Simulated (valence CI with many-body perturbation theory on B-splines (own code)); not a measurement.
# E1 transitions of Ba23+

Computed by valence CI with perturbative core correlation (CI+MBPT): five valence electrons over a frozen Dirac-Fock core [Ar] 3d10, a basis of 11 s, 11 p, 10 d, 8 f, 5 g, 2 h functions for each j, with the one-electron correlation potential Σ1 (screened to all orders), the two-electron term Σ2, the three-electron term Σ3, Breit, model QED; selected single and double excitations, second order for the rest, scaled by the run's own slope (own B-spline code, finite nucleus).

No measured spectrum was set against this ion. As an estimate, levels hold to about 250 cm⁻¹ or 0.2 % of their energy and the worst to 1 %, as in measured heavy ions of charge 2 to 7; those with d or f electrons hold less well. Among the levels kept, up to 2200 cm⁻¹ of a level comes from second order outside the variational space, and about a tenth of that is noise between levels of different J, which matters for small intervals.

Lines 151 to 200 of 554 in falling wavelength, among levels below 1961800 cm⁻¹, chosen from the strongest by gf and those to the six lowest levels. Wavelengths and rates use the calculated energies, so an error of 2000 cm⁻¹ moves a line at 132.8 Å by 0.27 % and its rate by three times that or more. Electric multipoles are in the length gauge, E1 and E2 with the static RPA response of the core. Weak lines are less certain than strong ones. Lines between different terms over intervals too small for the method are left out, as are lines whose strength nearly cancels. Where a level lies close to another of its J and parity, the split of strength between their lines is uncertain. The highest levels of a list are the least certain.

Levels are named by their leading jj configuration (3d3/2^4 stands for four electrons in 3d with j = 3/2), which in mixed levels can hold well under half, so a name can repeat and another be missing. Letters in brackets count levels of one name in rising energy.

```csv
λ vac (Å),Upper,Lower,A (s⁻¹),log gf,Branch %
132.8,(4s^2 4p1/2 4d5/2^2) J=9/2,(4s^2 4p1/2 4p3/2 4d5/2) J=7/2 [b],2.46e+10,-0.19,61.0
132.8,(4s^2 4p1/2^2 4f7/2) J=7/2,(4s^2 4p1/2 4p3/2 4d5/2) J=7/2 [a],8.15e+09,-0.76,6.4
132.6,(4s^2 4p1/2 4p3/2 4d5/2) J=3/2 [a],(4s^2 4p1/2 4p3/2^2) J=1/2,2.88e+09,-1.52,1.3
132.5,(4s 4p1/2 4p3/2^2 4d5/2) J=1/2 [c],(4s^2 4p1/2 4p3/2 4d3/2) J=3/2 [a],3.91e+10,-0.69,13.6
132.1,(4s 4p1/2 4p3/2^2 4d5/2) J=5/2 [f],(4s^2 4p1/2 4p3/2 4d3/2) J=5/2 [a],1.93e+10,-0.52,16.1
131.8,(4s^2 4p1/2^2 4d3/2) J=3/2,(4s^2 4p1/2^2 4p3/2) J=3/2,2.93e+10,-0.52,65.9
131.3,(4s^2 4p3/2^2 4d3/2) J=1/2,(4s^2 4p3/2^3) J=3/2,6.67e+09,-1.46,2.6
131.1,(4s^2 4p3/2 4d5/2^2) J=5/2,(4s^2 4p3/2^2 4d3/2) J=7/2,1.37e+10,-0.68,4.8
130.9,(4s^2 4p1/2 4p3/2 4d3/2) J=3/2 [a],(4s^2 4p1/2 4p3/2^2) J=3/2,4.72e+09,-1.31,4.5
130.4,(4s 4p1/2 4p3/2^2 4d3/2) J=3/2 [f],(4s^2 4p1/2 4p3/2 4d3/2) J=5/2 [a],1.95e+10,-0.70,7.5
130.2,(4s 4p1/2^2 4p3/2 4d3/2) J=3/2 [b],(4s 4p1/2^2 4p3/2^2) J=5/2,4.18e+09,-1.37,16.9
130.1,(4s^2 4p3/2 4d5/2^2) J=11/2,(4s^2 4p3/2^2 4d5/2) J=9/2,1.54e+10,-0.33,18.7
129.6,(4s^2 4p3/2 4d5/2^2) J=9/2,(4s^2 4p3/2^2 4d3/2) J=7/2,1.17e+10,-0.53,3.3
129.5,(4s 4p1/2 4p3/2^3) J=5/2,(4s^2 4p1/2^2 4p3/2) J=3/2,1.56e+09,-1.63,7.0
129.4,(4s 4p1/2 4p3/2^2 4d3/2) J=1/2 [e],(4s^2 4p1/2 4p3/2 4d3/2) J=3/2 [b],6.05e+10,-0.52,14.1
129.3,(4s^2 4p3/2^2 4d3/2) J=3/2 [a],(4s^2 4p3/2^3) J=3/2,2.54e+08,-2.59,0.1
128.5,(4s^2 4p3/2 4d3/2 4d5/2) J=7/2 [c],(4s^2 4p3/2^2 4d3/2) J=7/2,1.64e+10,-0.49,2.6
128.4,(4s 4p3/2^4) J=1/2,(4s^2 4p1/2 4p3/2^2) J=1/2,4.94e+09,-1.61,6.2
128.3,(4s^2 4p3/2^2 4d3/2) J=5/2,(4s^2 4p3/2^3) J=3/2,9.23e+09,-0.86,2.2
128.2,(4s^2 4p1/2 4p3/2 4d5/2) J=5/2 [a],(4s^2 4p1/2 4p3/2^2) J=5/2,1.40e+10,-0.68,12.4
128.1,(4s^2 4p1/2 4d3/2 4d5/2) J=5/2 [b],(4s^2 4p1/2 4p3/2 4d5/2) J=7/2 [b],1.38e+10,-0.69,4.0
127.8,(4s^2 4p3/2 4d3/2 4d5/2) J=5/2 [b],(4s^2 4p3/2^2 4d3/2) J=7/2,1.59e+10,-0.63,3.9
127.5,(4s 4p1/2^2 4p3/2 4d5/2) J=5/2 [a],(4s 4p1/2^2 4p3/2^2) J=5/2,2.23e+10,-0.49,69.8
126.8,(4s^2 4p1/2 4p3/2 4d3/2) J=1/2 [b],(4s^2 4p1/2 4p3/2^2) J=1/2,6.02e+08,-2.54,0.2
126.7,(4s 4p3/2^3 4d5/2) J=3/2 [a],(4s 4p3/2^4) J=1/2,1.71e+10,-0.78,7.5
126.7,(4s^2 4p1/2 4p3/2 4d5/2) J=3/2 [a],(4s^2 4p1/2 4p3/2^2) J=5/2,3.48e+10,-0.48,15.1
126.5,(4s^2 4p1/2 4d3/2 4d5/2) J=9/2,(4s^2 4p1/2 4p3/2 4d5/2) J=9/2,3.93e+10,-0.03,43.7
126.5,(4s 4p3/2^3 4d5/2) J=9/2,(4s^2 4p1/2 4p3/2 4d3/2) J=7/2,8.74e+09,-0.68,28.2
126.4,(4s 4p1/2 4p3/2^2 4d5/2) J=1/2 [a],(4s 4p1/2 4p3/2^3) J=3/2 [a],3.85e+10,-0.73,26.1
126.4,(4s^2 4p3/2 4d3/2 4d5/2) J=7/2 [d],(4s^2 4p3/2^2 4d3/2) J=7/2,2.10e+10,-0.39,10.5
126.2,(4s 4p1/2 4p3/2^2 4d5/2) J=5/2 [d],(4s^2 4p1/2^2 4d5/2) J=5/2,1.64e+10,-0.63,13.8
125.7,(4s^2 4p1/2 4d3/2 4d5/2) J=7/2 [a],(4s^2 4p1/2 4p3/2 4d3/2) J=7/2,1.71e+10,-0.49,15.0
125.5,(4s 4p1/2 4p3/2^2 4d5/2) J=3/2 [c],(4s 4p1/2 4p3/2^3) J=1/2,3.70e+10,-0.46,14.1
125.5,(4s 4p1/2 4p3/2^2 4d3/2) J=5/2 [b],(4s 4p1/2 4p3/2^3) J=3/2 [a],2.03e+10,-0.54,7.1
125.4,(4s^2 4p1/2 4p3/2 4f5/2) J=5/2 [a],(4s^2 4p1/2 4p3/2 4d5/2) J=7/2 [b],4.35e+10,-0.21,14.2
125.2,(4s^2 4p1/2^2 4d5/2) J=5/2,(4s^2 4p1/2^2 4p3/2) J=3/2,4.42e+10,-0.21,95.7
124.7,(4s^2 4p1/2 4d5/2^2) J=5/2,(4s^2 4p1/2 4p3/2 4d3/2) J=3/2 [b],1.29e+10,-0.74,3.8
124.3,(4s^2 4p1/2 4p3/2 4f5/2) J=5/2 [a],(4s^2 4p1/2 4p3/2 4d3/2) J=5/2 [b],1.47e+10,-0.69,4.8
124.2,(4s^2 4p1/2 4d3/2 4d5/2) J=7/2 [b],(4s^2 4p1/2 4p3/2 4d3/2) J=5/2 [b],8.95e+09,-0.78,2.9
124.2,(4s^2 4p3/2 4d3/2 4d5/2) J=1/2,(4s^2 4p3/2^2 4d3/2) J=3/2 [a],6.85e+10,-0.50,13.6
123.9,(4s^2 4p1/2 4p3/2 4d5/2) J=5/2 [a],(4s^2 4p1/2 4p3/2^2) J=3/2,3.10e+10,-0.37,27.5
123.8,(4s^2 4p3/2 4d3/2^2) J=5/2,(4s^2 4p3/2^2 4d3/2) J=5/2,1.45e+10,-0.70,2.1
123.8,(4s^2 4p3/2 4d3/2 4d5/2) J=7/2 [c],(4s^2 4p3/2^2 4d3/2) J=5/2,2.01e+10,-0.43,3.1
123.7,(4s^2 4p1/2 4d5/2^2) J=9/2,(4s^2 4p1/2 4p3/2 4d5/2) J=9/2,1.05e+10,-0.62,25.9
123.6,(4s 4p3/2^3 4d5/2) J=5/2 [a],(4s^2 4p1/2 4p3/2 4d3/2) J=7/2,1.56e+10,-0.67,8.7
123.5,(4s^2 4p1/2 4p3/2 4f7/2) J=9/2 [a],(4s^2 4p1/2 4p3/2 4d5/2) J=7/2 [b],1.19e+10,-0.56,4.7
123.4,(4s^2 4p1/2 4d5/2^2) J=3/2,(4s^2 4p1/2 4p3/2 4d3/2) J=1/2 [b],2.72e+10,-0.60,7.7
123.4,(4s^2 4p1/2 4d5/2^2) J=3/2,(4s^2 4p1/2 4p3/2 4d3/2) J=3/2 [b],2.00e+10,-0.74,5.6
122.9,(4s 4p1/2^2 4p3/2 4d5/2) J=3/2,(4s 4p1/2^2 4p3/2^2) J=1/2,4.97e+10,-0.35,51.7
122.9,(4s 4p3/2^3 4d5/2) J=3/2 [a],(4s^2 4p1/2 4p3/2 4d5/2) J=3/2 [a],2.81e+10,-0.59,12.3
```
